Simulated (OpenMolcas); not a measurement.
An atom or ion with 37 electrons was computed by SS-RASPT2, IPEA 0.25 Eh, imaginary shift 0.1 Eh with spin-orbit coupling (OpenMolcas, ANO-RCC-VTZP, DKH2). The lowest levels that the run gave, each within 12 % of the measured value where one is at hand:

```json
{"J": "3/2", "Parity": "even", "E (cm⁻¹)": "0.0", "g": "0.800"}
{"J": "5/2", "Parity": "even", "E (cm⁻¹)": "1220", "g": "1.200"}
{"J": "1/2", "Parity": "even", "E (cm⁻¹)": "38752", "g": "2.002"}
{"J": "1/2", "Parity": "odd", "E (cm⁻¹)": "82405", "g": "0.666"}
{"J": "3/2", "Parity": "odd", "E (cm⁻¹)": "84151", "g": "1.334"}
```

Question: Which ion is it, and what are the configurations and terms?

Answer: Zr IV (Z = 40, charge +3; active space 1 electron in 9 orbitals (RAS2 4d 5s; RAS3 5p, at most 1 electron)). J, parity and g give the terms where levels are pure, and mixed ones are named by the computed weights; the size of the splittings, set against known spectra of the 37-electron sequence, gives the charge. In order, with the measured energies in cm⁻¹ (the list in Rauch et al., Astron. Astrophys. 599, A142 (2017)): 4d ²D_3/2, 4d ²D_5/2 (1251), 5s ²S_1/2 (38258), 5p ²P°_1/2 (81976), 5p ²P°_3/2 (84461).

With one active electron, CASPT2 adds the correlation within the correlated inactive shells and between them and that electron, and leaves the splitting within a term as the reference gives it. Computed and measured levels are paired by configuration, term and J; levels that our copy of the source lacks, or whose pairing is in doubt (as where it misses far off the trend of its configuration), stay unpaired and out of the deviations. Levels of configurations outside the active space are missing.

° marks odd parity.
